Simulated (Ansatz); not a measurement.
Cartesian coordinates (Å):
```xyz
12

B     -2.4461    -0.0723    -0.1128
C     -0.9390    -0.1611     0.0196
C      0.0896     0.4841    -0.6449
C      1.3124     0.0118    -0.1052
S      2.9636     0.3872    -0.5902
C      0.9468    -0.9074     0.8550
O     -0.3682    -1.0212     0.9347
H     -3.1661    -0.7502     0.5773
H     -2.9042     0.6938    -0.9256
H     -0.0329     1.2185    -1.4388
H      2.9976     1.6431    -0.0896
H      1.5464    -1.5262     1.5205
```
Charge 0, multiplicity 1.

All values below come from frozen-core CCSD(T)/cc-pVTZ // PBE0-D3(BJ)/def2-SVP in Ansatz (a program for electronic structure). The restricted HF reference is unstable towards unrestricted orbitals.

```yaml
HF energy: -651.52320 Ha
MP2 correlation energy: -1.13432 Ha
```

Problem. Estimate the CCSD correlation energy, the (T) correction, the total energy and the T1 diagnostic.

Solution. 
```json
{
 "CCSD correlation energy": "-1.16769 Ha",
 "(T) correction": "-0.06000 Ha",
 "CCSD(T) total energy": "-652.75089 Ha",
 "T1 diagnostic": "0.014"
}
```
